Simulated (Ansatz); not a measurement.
Species: H₂AlO₂, SMILES `[OH][Al][OH]` (H–O–Al–O torsion 0°, O–Al–O–H torsion 0°) (charge 0, multiplicity 2).

Give a relaxed geometry from r2SCAN-D4/def2-TZVP run with Ansatz (a first-principles code).

One answer among several that fit: the end point of this relaxation, one of several conformers (outside a Z-matrix the atoms follow the SMILES, hydrogens last).
Z-matrix (Å, degrees):
```
Al
O 1 1.7006
H 2 0.9594 1 126.06
O 1 1.7006 2 125.21 3 -0.01
H 4 0.9594 1 126.06 2 0.00
```
